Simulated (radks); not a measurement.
Question: The mean radii <r> (bohr) of the occupied orbitals of an atom or ion are listed with their occupations. All-electron calculation, scalar-relativistic Kohn-Sham, r2SCAN, spin-polarised, spherical densities, finite nucleus; meta-GGA in the generalised Kohn-Sham scheme; Fermi nuclear charge, rms radius of each element as measured or else 0.836 A^(1/3) + 0.57 fm. Program: a radial shooting solver on a logarithmic mesh with Libxc functionals.

| orbital | occ. | <r> |
|---|---|---|
| 1s | 2 | 0.01966 |
| 2s | 2 | 0.08332 |
| 2p | 6 | 0.07415 |
| 3s | 2 | 0.2164 |
| 3p | 6 | 0.2160 |
| 3d | 10 | 0.1961 |
| 4s | 2 | 0.4881 |
| 4p | 6 | 0.5182 |
| 4d | 10 | 0.5603 |
| 5s | 2 | 1.211 |
| 5p | 6 | 1.445 |
| 6s | 2 | 3.981 |
| 4f | 14 | 0.7877 |

Name the element and its charge. Open shells, if any, are filled with parallel spins first.

Answer: Z = 70, ytterbium, charge 0: Yb in [Xe] 4f14 6s2. The 1s radius gives Z: for a bare nucleus <r> = (2 gamma + 1)/(2Z) with gamma = sqrt(1 - (Z/c)^2), 0.01942 bohr for Z = 70, and screening makes it slightly larger (0.01966 here). The occupations add up to 70, and the charge is Z minus that.
